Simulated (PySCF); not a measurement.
## Spinor energies of Ba(54+) (barium, charge +54)

Start: 1s2. Calculated with PySCF 2.14 in an even-tempered Gaussian basis (16 s from 15 bohr⁻², ratio 2.6; 12 p from 19 bohr⁻², ratio 2.6; 6 d from 20 bohr⁻², ratio 2.8; 3 f from 840 bohr⁻², ratio 2.8): generalised Hartree-Fock with the X2C-1e Hamiltonian and a Gaussian nucleus; spin-orbit coupling (SO) screened by Boettger's factors.

```json
{"spinor shell": "1s1/2", "electrons": "2", "ε, screened SO (eV)": "-43566.1", "weight of nominal j (screened SO)": "1.000", "rms radius, screened SO (bohr)": "0.0290"}
```

```csv
quantity,screened SO
E (hartree),-3240.36807
M_J,0
⟨J²⟩,0.000
⟨L²⟩,0.000
⟨S²⟩,0.000
```

Breit and QED terms are absent; they matter most for the inner s and p1/2 levels.

Densities and radii are taken from the X2C orbitals without a picture-change correction, which distorts them close to the nucleus.
